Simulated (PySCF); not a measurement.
Which enantiomer?

Computed, not measured: TDDFT PBE0/def2-SVPD circular dichroism and optical rotation, one conformer, gas phase (PySCF). Geometry: GFN2-xTB.

States above about 7.4 eV (minus the energy of the highest occupied orbital) lie near or above the ionisation threshold and depend on the basis.

Values for one enantiomer of C$_{5}$H$_{11}$OP, R in 10⁻⁴⁰ esu² cm² (velocity form):
| λ (nm) | f | R |
| --- | --- | --- |
| 181 | 0.014 | -5.4 |
| 177 | 0.028 | -9.3 |
| 175 | 0.013 | +6.6 |
| 173 | 0.008 | -10.9 |
| 170 | 0.014 | -18.6 |
| 166 | 0.021 | +8.6 |
| 161 | 0.014 | +4.3 |
| 160 | 0.026 | +6.2 |

[α] at 589.3 nm: -50 deg dm⁻¹ (g/mL)⁻¹ (origin-invariant length gauge).

Question: Which structure gives these signs?
A. C[C@@H]1CC[P@@]1(C)=O
B. C[C@H]1CC[P@]1(C)=O

Answer: B. Its CIP labels in SMILES order are S, S; the other enantiomer gives every sign reversed.

The signs above follow by mirror symmetry from the run on the other enantiomer. Geometry of C[C@@H]1CC[P@@]1(C)=O as run:
```xyz
18

C    -0.782    1.848   -0.269
C    -0.689    0.397   -0.695
C    -1.336   -0.653    0.231
C    -0.302   -1.778    0.037
P     0.920   -0.543   -0.615
C     1.913    0.079    0.792
O     1.702   -0.817   -1.825
H    -0.418    1.980    0.748
H    -0.186    2.475   -0.931
H    -1.815    2.189   -0.310
H    -1.067    0.284   -1.717
H    -1.338   -0.301    1.262
H    -2.355   -0.927   -0.040
H    -0.584   -2.462   -0.763
H    -0.056   -2.355    0.926
H     2.368    1.022    0.493
H     1.314    0.216    1.686
H     2.703   -0.647    0.976
```
